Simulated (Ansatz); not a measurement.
`C[C](C)(C)[InH2]`, one more setting.

```yaml
crystal:
  periodic: [false, false, false]
  atoms:
    - {symbol: C, position_ang: [0.145945, 0.911005, -1.259997]}
    - {symbol: C, position_ang: [0.029713, -0.011586, -0.055830]}
    - {symbol: C, position_ang: [1.379503, -0.114269, 0.645626]}
    - {symbol: C, position_ang: [-0.412094, -1.398226, -0.505233]}
    - {symbol: In, position_ang: [-1.417172, 0.771574, 1.396058]}
    - {symbol: H, position_ang: [0.466033, 1.918427, -0.979655]}
    - {symbol: H, position_ang: [0.888560, 0.517848, -1.970489]}
    - {symbol: H, position_ang: [-0.799728, 1.005645, -1.801554]}
    - {symbol: H, position_ang: [1.345852, -0.774835, 1.517462]}
    - {symbol: H, position_ang: [1.755218, 0.860221, 0.974224]}
    - {symbol: H, position_ang: [2.131743, -0.528504, -0.042795]}
    - {symbol: H, position_ang: [-0.507948, -2.094073, 0.333242]}
    - {symbol: H, position_ang: [0.327821, -1.824662, -1.199388]}
    - {symbol: H, position_ang: [-1.369636, -1.378828, -1.035250]}
    - {symbol: H, position_ang: [-2.064897, 2.374383, 1.257242]}
    - {symbol: H, position_ang: [-1.898921, -0.234120, 2.726327]}
basis:
  gaussian: {orbitals: def2-SVPD}
hamiltonian: {xc: {name: PBE-QIDH}}
output: {forces: true}
```

```sh
$ ansatz run in.yaml --threads 4 --pin off --events-out ev --progress --plain --max-ram 11315MiB
```

Shortened log:

```
Functional definition: PBE-QIDH
2103 factors; integrals over basis functions are off by at most 1.0e-3 eV
mean field evaluation 1: about -9470.9799 eV, gradient 4.2e1 eV
mean field evaluation 2: about -9471.1950 eV, gradient 4.2e1 eV
mean field evaluation 4: about -9475.7405 eV, gradient 4.6e0 eV
mean field evaluation 8: about -9475.7988 eV, gradient 1.9e-1 eV
mean field evaluation 16: about -9475.7990 eV, gradient 6.5e-5 eV
mean field -9475.79902181 eV, -348.2291911243 hartree, gradient 3.3e-6 eV, S^2 0.000000; 0 other end points of the search recorded, 0 dependent functions left out
8 core orbitals not correlated: weight in the atoms' cores, before any rotation towards them, 1.000 or more for the frozen orbitals, at most 0.000 for the correlated occupied ones
reference -9475.79904095 eV, -348.2291918275 hartree; 20, 20 occupied and 172, 172 virtual orbitals, 2103 factors
second order -22.32817518 eV of doubles, -0.00000000 eV of singles
Total energy: -9483.24176601 eV, -348.5027069286 hartree
Atom 0 at     0.145945     0.911005    -1.259997 Å, force     0.011371    -0.055369     0.043063 eV/Å
Atom 1 at     0.029713    -0.011586    -0.055830 Å, force    -0.046430     0.027642     0.043527 eV/Å
Atom 2 at     1.379503    -0.114269     0.645626 Å, force    -0.041234    -0.010411    -0.061112 eV/Å
Atom 3 at    -0.412094    -1.398226    -0.505233 Å, force     0.044990     0.057380     0.000881 eV/Å
Atom 4 at    -1.417172     0.771574     1.396058 Å, force    -0.027825     0.016484     0.020046 eV/Å
Atom 5 at     0.466033     1.918427    -0.979655 Å, force     0.025818     0.088989     0.027442 eV/Å
Atom 6 at     0.888560     0.517848    -1.970489 Å, force     0.056515    -0.027868    -0.054189 eV/Å
Atom 7 at    -0.799728     1.005645    -1.801554 Å, force    -0.085719     0.009481    -0.042926 eV/Å
Atom 8 at     1.345852    -0.774835     1.517462 Å, force    -0.005285    -0.056331     0.080635 eV/Å
Atom 9 at     1.755218     0.860221     0.974224 Å, force     0.028235     0.086048     0.032400 eV/Å
Atom 10 at     2.131743    -0.528504    -0.042795 Å, force     0.058558    -0.032320    -0.050730 eV/Å
Atom 11 at    -0.507948    -2.094073     0.333242 Å, force    -0.011116    -0.061264     0.076380 eV/Å
Atom 12 at     0.327821    -1.824662    -1.199388 Å, force     0.055961    -0.034331    -0.051249 eV/Å
Atom 13 at    -1.369636    -1.378828    -1.035250 Å, force    -0.086137     0.004346    -0.040843 eV/Å
Atom 14 at    -2.064897     2.374383     1.257242 Å, force     0.012713    -0.028409     0.000378 eV/Å
Atom 15 at    -1.898921    -0.234120     2.726327 Å, force     0.009585     0.015933    -0.023702 eV/Å
Dipole moment:     0.094427    -0.048272    -0.101118 e Å
```

It took 20 s on 4 threads of an Arm Neoverse V1 on a shared host, with 0.83 GiB of host memory at the peak.
